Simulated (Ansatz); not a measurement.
Ideal-gas functions of Cl$_{3}$F$_{3}$Mo (`[F][Mo]([F])([F])([Cl])([Cl])[Cl]`) at 298.15 K and 1 bar, from an Ansatz frequency run at PBE0-D4/def2-TZVP.

Molar mass 259.29 g/mol, point group C3v (symmetry number 3), electronic degeneracy 1, moments of inertia 464.266, 464.277, 500.12 u Å². Harmonic wavenumbers (cm⁻¹, unscaled): 97, 97, 97, 187, 205, 205, 272, 272, 296, 386, 386, 427, 661, 661, 711.

Use S(trans) = R[1.5 ln M + 2.5 ln T − 1.1517]; rotational temperatures θ = 24.2544 K / I; S(rot) = R[ln(√π/σ · √(T³/θAθBθC)) + 1.5]; for each mode x = 1.438777 ν̃/T, S = R[x/(eˣ − 1) − ln(1 − e⁻ˣ)] and H = RT x/(eˣ − 1); 1 cm⁻¹ = 0.0119627 kJ/mol; R = 8.31446 J/(mol·K).

Task: By hand: the entropy, in J/(mol·K).

Result: Translation 178.2. Rotation: θ = 0.0522, 0.0522, 0.0485 K, giving 116.3. Vibration, mode by mode: 14.70, 14.70, 14.70, 9.44, 8.74, 8.74, 6.63, 6.63, 6.02, 4.25, 4.25, 3.63, 1.49, 1.49, 1.23, in all 106.6. Electronic 0.0. Sum 401.1 J/(mol·K).

Task: By hand: H − E and G − E in kJ/mol, counted from the electronic energy.

Result: Zero-point energy ½ × 4960 × 0.0119627 = 29.7; thermal vibration 17.2; translation, rotation and pV give 4 RT = 9.9. H − E = 56.8 kJ/mol, and G − E = 56.8 − 298.15 × 401.1/1000 = -62.8 kJ/mol.

Vibration gives 27 % of the entropy, 44.1 J/(mol·K) of it from the modes under 150 cm⁻¹: soft modes count most, and the harmonic formula is weakest for them.
